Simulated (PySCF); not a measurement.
Vertical excitations of a molecule C₅H₆ from PySCF with TDA-CAM-B3LYP/def2-SVPD, as energy in eV (oscillator strength): 6.16 (0.001), 6.57 (0.016), 6.73 (0.002), 7.20 (0.045), 7.65 (0.057), 7.87 (0.009), 8.02 (0.003), 8.15 (0.046), 8.31 (0.063), 8.39 (0.000). Lowest triplet (TDA): 5.20 eV. The structure is a stationary point at B3LYP-D3(BJ)/def2-SVP. The values are those of a single conformer.

Question: Identify the compound among the candidates.
(A) C=C=CC=C
(B) C#CC1CC1
(C) C=CC#CC
(D) C1=CCC=C1

Answer: B, C#CC1CC1
